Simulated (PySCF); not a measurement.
A structure optimised at PBE-D3(BJ)/def2-SVP, used in a PySCF frequency run:

```xyz
12

N     -2.2840     2.4835    -0.2054
C     -2.0197     1.3442    -0.2954
C     -1.6087    -0.0464    -0.3678
Si     0.0683    -0.2867     0.5401
Si     1.7431     1.0667    -0.4005
Cl     0.5953    -2.2937     0.2711
H     -1.4888    -0.3631    -1.4253
H     -2.3694    -0.7084     0.0971
H     -0.1533    -0.0449     2.0052
H      3.0643     0.7153     0.2238
H      1.7929     0.7840    -1.8773
H      1.4327     2.5186    -0.1683
```

Task: Write its SMILES and formula.

Result: N#CC[Si@H]([SiH3])Cl, C2H6ClNSi2

Task: What are its rotational constants (standard atomic weights)?

Result: 2.2475, 1.1654, 0.81596 GHz
